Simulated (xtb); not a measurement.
xtb input (GFN1-xTB):

```bash
xtb mol.xyz --gfn 1 --opt tight --chrg 0 --uhf 0
```
mol.xyz:
```
3

Ca     0.00000000     0.00000000     0.00000000
Cl     0.00000000     0.00000000     2.46962058
Cl    -0.00000000    -0.00000000    -2.46962058
```

Output:

```
           -------------------------------------------------
          |                Calculation Setup                |
           -------------------------------------------------

           -------------------------------------------------
          |                 G F N 1 - x T B                 |
           -------------------------------------------------

        Reference                      10.1021/acs.jctc.7b00118
      * Hamiltonian:
        H0-scaling (s, p, d)           1.850000    2.250000    2.000000
        zeta-weighting                 0.000000
      * Dispersion:
        s8                             2.400000
        a1                             0.630000
        a2                             5.000000
        s9                             0.000000
      * Repulsion:
        kExp                           1.500000
        rExp                           1.000000
      * Coulomb:
        alpha                          2.000000
        third order                    atomic
        anisotropic                    false
      * Halogen bond correction:
        rad-scale                      1.300000
        damping                        0.440000

          ...................................................
          :                      SETUP                      :
          :.................................................:
          :  # basis functions                  30          :
          :  # atomic orbitals                  27          :
          :  # shells                            9          :
          :  # electrons                        16          :
          :  # halogen bonds                     0          :
          :  max. iterations                   250          :
          :  Hamiltonian                  GFN1-xTB          :
          :  restarted?                      false          :
          :  GBSA solvation                  false          :
          :  PC potential                    false          :
          :  electronic temp.          300.0000000     K    :
          :  accuracy                    1.0000000          :
          :  -> integral cutoff          0.2500000E+02      :
          :  -> integral neglect         0.1000000E-07      :
          :  -> SCF convergence          0.1000000E-05 Eh   :
          :  -> wf. convergence          0.2000000E-04 e    :
          :  Broyden damping             0.4000000          :
          :  net charge                          0          :
          :  unpaired electrons                  0          :
          ...................................................

 iter      E             dE          RMSdq      gap      omega  full diag
   1     -9.2559870 -0.925599E+01  0.585E+00    3.00       0.0  T
   2     -9.2608264 -0.483938E-02  0.376E+00    3.46       1.0  T
   3     -9.2606856  0.140815E-03  0.381E-01    3.21       1.0  T
   4     -9.2610208 -0.335175E-03  0.470E-02    3.32       1.2  T
   5     -9.2610209 -0.938104E-07  0.663E-03    3.32       8.7  T
   6     -9.2610209 -0.170508E-08  0.437E-04    3.32     132.2  T
   7     -9.2610209  0.356337E-11  0.593E-05    3.32     974.0  T
[...]
 classical contributions        ...        0 min,  0.000 sec (  0.141%)
 integral evaluation            ...        0 min,  0.001 sec ( 37.383%)
 iterations                     ...        0 min,  0.000 sec ( 12.686%)
 molecular gradient             ...        0 min,  0.001 sec ( 45.371%)
 printout                       ...        0 min,  0.000 sec (  2.230%)

         :::::::::::::::::::::::::::::::::::::::::::::::::::::
         ::                     SUMMARY                     ::
         :::::::::::::::::::::::::::::::::::::::::::::::::::::
         :: total energy              -9.258203488693 Eh    ::
         :: gradient norm              0.000000895429 Eh/a0 ::
         :: HOMO-LUMO gap              3.699470823315 eV    ::
         ::.................................................::
         :: SCC energy                -9.276222071880 Eh    ::
         :: -> electrostatic           0.031134350477 Eh    ::
         :: repulsion energy           0.018848735996 Eh    ::
         :: dispersion energy         -0.000830152810 Eh    ::
         :: halogen bond corr.         0.000000000000 Eh    ::
         :: add. restraining           0.000000000000 Eh    ::
         :: total charge               0.000000000000 e     ::
         :::::::::::::::::::::::::::::::::::::::::::::::::::::

           -------------------------------------------------
          |                Property Printout                |
           -------------------------------------------------

    * Orbital Energies and Occupations

         #    Occupation            Energy/Eh            Energy/eV
      -------------------------------------------------------------
         1        2.0000           -0.8619363             -23.4545
         2        2.0000           -0.8567500             -23.3134
         3        2.0000           -0.4625979             -12.5879
         4        2.0000           -0.4553144             -12.3897
         5        2.0000           -0.4553144             -12.3897
         6        2.0000           -0.4479616             -12.1897
         7        2.0000           -0.4479616             -12.1897
         8        2.0000           -0.4419080             -12.0249 (HOMO)
         9                         -0.3059550              -8.3255 (LUMO)
        10                         -0.1679359              -4.5698
        11                         -0.1679359              -4.5698
        12                         -0.1221352              -3.3235
        13                         -0.1221352              -3.3235
        14                         -0.0663282              -1.8049
        15                         -0.0663282              -1.8049
        16                          0.0052582               0.1431
        17                          0.0053886               0.1466
        18                          0.0068573               0.1866
        19                          0.0068573               0.1866
       ...                                ...                  ...
        27                          0.4900706              13.3355
      -------------------------------------------------------------
                  HL-Gap            0.1359531 Eh            3.6995 eV
             Fermi-level           -0.3739315 Eh          -10.1752 eV

  Mulliken/CM5 charges         n(s)   n(p)   n(d)
     1Ca    0.87198  1.10997   0.344  0.278  0.506
     2Cl   -0.43599 -0.55499   1.909  5.529 -0.002
     3Cl   -0.43599 -0.55499   1.909  5.529 -0.002

Wiberg/Mayer (AO) data.
largest (>0.10) Wiberg bond orders for each atom

 ---------------------------------------------------------------------------
     #   Z sym  total        # sym  WBO       # sym  WBO       # sym  WBO
 ---------------------------------------------------------------------------
     1  20 Ca   1.999 --     2 Cl   1.000     3 Cl   1.000
     2  17 Cl   1.038 --     1 Ca   1.000
     3  17 Cl   1.038 --     1 Ca   1.000
 ---------------------------------------------------------------------------

Topologies differ in total number of bonds
Writing topology from bond orders to xtbtopo.mol

 dipole moment from electron density (au)
     X       Y       Z
  -0.0000   0.0000   0.0000  total (Debye):    0.000

           -------------------------------------------------
          |                Geometry Summary                 |
Note: The following floating-point exceptions are signalling: IEEE_UNDERFLOW_FLAG IEEE_DENORMAL
normal termination of xtb
           -------------------------------------------------

      molecular mass/u    :      110.9838977
   center of mass at/Å    :       -0.0000000       0.0000000       0.0000001
  moments of inertia/u·Å² :        0.2097231E-22   0.3887544E+03   0.3887544E+03
rotational constants/cm⁻¹ :        0.8038043E+24   0.4336320E-01   0.4336320E-01

 * 2 selected distances

     #   Z          #   Z                                           value/Å
     1  20 Ca       2  17 Cl                                      2.3415109 (min)
     1  20 Ca       3  17 Cl                                      2.3415147 (max)

 * 1 distinct bonds (by element types)

   Z      Z             #   av. dist./Å        max./Å        min./Å
  17 Cl  20 Ca          2     2.3415128     2.3415147     2.3415109

optimized geometry written to: xtbopt.xyz

           -------------------------------------------------
          | TOTAL ENERGY               -9.258203488693 Eh   |
          | GRADIENT NORM               0.000000895429 Eh/α |
          | HOMO-LUMO GAP               3.699470823315 eV   |
           -------------------------------------------------

------------------------------------------------------------------------
------------------------------------------------------------------------
 total:
 SCF:
 ANC optimizer:
```
